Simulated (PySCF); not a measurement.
A structure optimised at PBE0-D3(BJ)/def2-SVP, used in a PySCF frequency run:

```xyz
6

Sb     0.0229    -1.1428     0.0000
H     -1.6928    -1.1736     0.0000
Te    -0.0255     0.5665    -2.1920
H      1.5900     0.2684    -2.4690
Te    -0.0255     0.5665     2.1920
H      1.5900     0.2684     2.4690
```

### Question
Write its SMILES, formula and point group.

### Answer
[TeH][SbH][TeH], H3SbTe2, Cs

### Question
What are its rotational constants (standard atomic weights)?

### Answer
2.0167, 0.40539, 0.34125 GHz
